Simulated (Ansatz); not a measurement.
Coupled-cluster diagnostics for Sn(OMe)2 (C2H6O2Sn), Ansatz.

Geometry of the singlet (PBE0-D4/def2-SVP):

Cartesian coordinates in Å:
```
C -0.396 1.613 0.624
C 0.067 -1.454 -1.015
O 0.417 1.005 1.572
O 0.940 -1.662 0.046
Sn 1.446 -0.700 1.721
H -1.445 1.264 0.690
H -0.062 1.444 -0.418
H -0.410 2.707 0.787
H 0.518 -0.823 -1.806
H -0.884 -0.972 -0.717
H -0.191 -2.422 -1.484
```

In the def2 sets Sn takes a core potential; there is no spin–orbit coupling. Correlated methods freeze 8 core orbitals; core or outer-core shells of Sn are correlated, in sets that lack core-valence functions.

Problem. Estimate the CCSD(T) correlation energy, the shares of MP2 and (T), T1 and the reference's ⟨S²⟩ for: charge 0, singlet, own geometry in def2-SVP; and the rough time on 4 threads of Arm Neoverse V1 on a shared host.

Solution. 
```json
{"state": "charge 0, singlet, own geometry", "basis": "def2-SVP", "correlation (eV)": "-22.292", "MP2 share (%)": "91.7", "(T) share (%)": "2.8", "T1": "0.017", "⟨S²⟩ (pure)": "0.00 (0.00)", "wall time": "12 s"}
```
Customary marks for T1 are 0.02 (closed shells), 0.045 (open shells) and about 0.05 (3d metals). T1 stays under 0.02 throughout.
